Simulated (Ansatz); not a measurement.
Gas-phase reaction in SMILES: CC[O][GeH3] [ethoxygermane] -> CC[O][GeH2] + H atom (the Ge-H bond at the site shown breaks; other sites are not compared here)
Each molecule is optimised on its own at B3LYP-D3(BJ)/def2-TZVP (Ansatz, a program for electronic structure), one conformer each, not searched for the lowest.

Quantity: bond dissociation energy (electronic energy difference), in kJ/mol. Correlated levels leave the core frozen unless marked. UHF or UKS for open shells. Spin-orbit coupling is left out. Frozen are the shells of the preceding noble gas and the d and f shells that filled before the atom's block. No relativistic terms. CBS(X,Y): correlation extrapolated as X^-3; Hartree-Fock from the larger set.

```json
[
 {"level": "HF/cc-pVDZ", "program": "Ansatz", "bond dissociation energy (kJ/mol)": "296.1"},
 {"level": "HF/aug-cc-pVQZ", "program": "Ansatz", "bond dissociation energy (kJ/mol)": "296.0"},
 {"level": "SVWN5/def2-TZVPD", "program": "Ansatz", "bond dissociation energy (kJ/mol)": "383.4"},
 {"level": "r2SCAN-D4/def2-TZVPD", "program": "Ansatz + dftd4", "bond dissociation energy (kJ/mol)": "353.9"}
]
```

Task: Predict the CCSD(T)/CBS(cc-pVTZ,cc-pVQZ) result (Ansatz).

Result: 372.9 kJ/mol
